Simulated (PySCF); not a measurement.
Si(CCH)(H)2(OH), C2H4OSi, SMILES C#C[SiH2]O, PBE0/def2-SVP optimised geometry.

```
8

Si    -0.30    -1.58     0.00
O      1.36    -1.58     0.00
C     -0.97     0.14     0.00
C     -1.41     1.27    -0.01
H     -0.71    -2.27     1.24
H     -0.86    -2.27    -1.20
H      1.79    -1.09    -0.70
H     -1.79     2.27    -0.01
```

Density from PBE0/def2-TZVP (PySCF) at that geometry.

Minimum of the electron density along straight lines between bonded atoms, close to the bond critical point (lines longer than 1.1 times the sum of covalent radii, or with two minima, are not listed):

```tsv
bond	length / Å	ρ at the minimum / e bohr⁻³	∇²ρ there / e bohr⁻⁵	position (fraction from the first atom)
Si1–O2	1.662	0.135	0.77	0.41
Si1–C3	1.840	0.117	0.30	0.39
C3–C4	1.218	0.412	___	0.47
Si1–H5	1.484	0.125	0.14	0.49
Si1–H6	1.493	0.122	0.13	0.49
O2–H7	0.962	___	___	0.81
C4–H8	1.076	0.284	-1.05	0.67
```

What belongs in the gaps?


- C3–C4, ∇²ρ there / e bohr⁻⁵: -1.23
- O2–H7, ρ at the minimum / e bohr⁻³: 0.355
- O2–H7, ∇²ρ there / e bohr⁻⁵: -2.43
